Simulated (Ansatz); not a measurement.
Geometry optimisation, RKS BHLYP-D4/STO-3G (Ansatz).

The input (input.yaml):

```yaml
crystal:
  periodic: [false, false, false]
  atoms:
    - { symbol: C, position_ang: [-0.2327, -1.2844, 0.7264] }
    - { symbol: C, position_ang: [0.2239, -0.2714, -0.3195] }
    - { symbol: Al, position_ang: [1.2539, -1.0016, -1.8533] }
    - { symbol: C, position_ang: [0.063, 1.0677, -0.2445] }
    - { symbol: F, position_ang: [0.4705, 1.8895, -1.2153] }
    - { symbol: Al, position_ang: [-1.0482, 1.9579, 1.2089] }
    - { symbol: H, position_ang: [0.1621, -0.9814, 1.7155] }
    - { symbol: H, position_ang: [-1.3516, -1.1852, 0.7483] }
    - { symbol: H, position_ang: [0.0238, -2.2632, 0.5148] }
    - { symbol: H, position_ang: [1.8554, -0.0229, -2.9432] }
    - { symbol: H, position_ang: [1.5574, -2.5722, -1.9076] }
    - { symbol: H, position_ang: [-1.649, 1.0812, 2.4147] }
    - { symbol: H, position_ang: [-1.3081, 3.5512, 1.1696] }
basis:
  gaussian: { orbitals: STO-3G }
hamiltonian:
  xc: { name: BHLYP }
  dispersion: d4
relax:
  f_tol: 0.015
  max_steps: 40
```

Launched with:

```bash
$ ansatz run input.yaml --threads 1 --pin off --max-ram 2048MiB --backend cpu --events-out ev --progress --plain --runs-dir out
```

Question: Where does it end, and by what steps?

Answer: The run ended unconverged. The force dipped under the threshold on the way, but the program's further checks kept it going. Limits of this set-up: minimal basis. After 39 steps the energy has fallen by 1.370 eV; H11 moved furthest, 1.30 Å.

```json
{"step": "0", "energy less start (eV)": "0.0000", "largest force component (eV/Å)": "4.461", "accepted": "yes"}
{"step": "2", "energy less start (eV)": "-1.0904", "largest force component (eV/Å)": "1.032", "accepted": "yes"}
{"step": "4", "energy less start (eV)": "-1.1516", "largest force component (eV/Å)": "0.293", "accepted": "yes"}
{"step": "6", "energy less start (eV)": "-1.1543", "largest force component (eV/Å)": "0.044", "accepted": "yes"}
{"step": "8", "energy less start (eV)": "-1.1545", "largest force component (eV/Å)": "0.027", "accepted": "yes"}
{"step": "10", "energy less start (eV)": "-1.1545", "largest force component (eV/Å)": "0.022", "accepted": "no"}
{"step": "12", "energy less start (eV)": "-1.1548", "largest force component (eV/Å)": "0.067", "accepted": "yes"}
{"step": "14", "energy less start (eV)": "-1.1551", "largest force component (eV/Å)": "0.106", "accepted": "yes"}
{"step": "16", "energy less start (eV)": "-1.1567", "largest force component (eV/Å)": "0.358", "accepted": "no"}
{"step": "18", "energy less start (eV)": "-1.1620", "largest force component (eV/Å)": "0.081", "accepted": "yes"}
{"step": "20", "energy less start (eV)": "-1.1579", "largest force component (eV/Å)": "0.451", "accepted": "no"}
{"step": "22", "energy less start (eV)": "-1.1752", "largest force component (eV/Å)": "0.096", "accepted": "yes"}
{"step": "24", "energy less start (eV)": "-1.1758", "largest force component (eV/Å)": "0.517", "accepted": "no"}
{"step": "26", "energy less start (eV)": "-1.1917", "largest force component (eV/Å)": "0.077", "accepted": "yes"}
{"step": "28", "energy less start (eV)": "-1.1881", "largest force component (eV/Å)": "0.435", "accepted": "no"}
{"step": "30", "energy less start (eV)": "-1.2024", "largest force component (eV/Å)": "0.076", "accepted": "yes"}
{"step": "32", "energy less start (eV)": "-1.2041", "largest force component (eV/Å)": "0.065", "accepted": "yes"}
{"step": "34", "energy less start (eV)": "-1.2060", "largest force component (eV/Å)": "0.252", "accepted": "yes"}
{"step": "36", "energy less start (eV)": "-1.2195", "largest force component (eV/Å)": "0.077", "accepted": "yes"}
{"step": "38", "energy less start (eV)": "-1.2722", "largest force component (eV/Å)": "0.406", "accepted": "yes"}
{"step": "39", "energy less start (eV)": "-1.3704", "largest force component (eV/Å)": "0.502", "accepted": "yes"}
```

```xyz
13
Properties=species:S:1:pos:R:3
C -0.520 -1.365 0.666
C 0.158 -0.370 -0.275
Al 1.198 -0.756 -1.818
C 0.139 0.954 -0.086
F 0.898 1.593 -1.081
Al -0.753 1.992 1.239
H -0.924 -0.883 1.562
H -1.349 -1.886 0.165
H 0.191 -2.137 0.991
H 0.751 -0.309 -3.184
H 2.423 -1.638 -1.664
H -1.209 1.324 2.486
H -0.983 3.445 1.014
```

Time of the run: 3.4 min on 1 thread of Intel(R) Xeon(R) Processor @ 2.70GHz, with other jobs on the host, peak memory 0.14 GiB.
